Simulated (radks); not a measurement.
The silver ion Ag31+, 16 electrons, occupied as [Ne] 3s2 3p4.

All-electron calculation, scalar-relativistic Kohn-Sham, BLYP, spin-polarised, spherical densities, finite nucleus; open shells are filled with parallel spins first (spin-orbit coupling, left out, can overturn this in heavy ions); Fermi nuclear charge, rms radius 4.5454 fm. Program: a radial shooting solver on a logarithmic mesh with Libxc functionals.

Energy parts (eV):
part                       energy
total                 -125066.894
kinetic                130645.480
electron-nucleus      -273304.241
Hartree                 20221.101
exchange-correlation    -2629.234

Orbitals (lengths in bohr, moments of r in powers of bohr):
1s up: occ. 1; eigenvalue (eV) -26962.83; <r> 0.03111; <1/r> 49.43
1s down: occ. 1; eigenvalue (eV) -26958.96; <r> 0.03111; <1/r> 49.44
2s up: occ. 1; eigenvalue (eV) -5307.506; <r> 0.1334; <1/r> 11.36
2s down: occ. 1; eigenvalue (eV) -5304.678; <r> 0.1333; <1/r> 11.36
2p up: occ. 3; eigenvalue (eV) -4937.705; <r> 0.1161; <1/r> 10.95
2p down: occ. 3; eigenvalue (eV) -4933.646; <r> 0.1161; <1/r> 10.95
3s up: occ. 1; eigenvalue (eV) -1994.232; <r> 0.3296; <1/r> 4.502
3s down: occ. 1; eigenvalue (eV) -1982.022; <r> 0.3300; <1/r> 4.495
3p up: occ. 3; eigenvalue (eV) -1876.094; <r> 0.3203; <1/r> 4.347
3p down: occ. 1; eigenvalue (eV) -1863.845; <r> 0.3207; <1/r> 4.343

The highest occupied level is 3p down at -1863.8 eV. The electron density at the nucleus is 1.501e+05 e/bohr^3 (large components only).
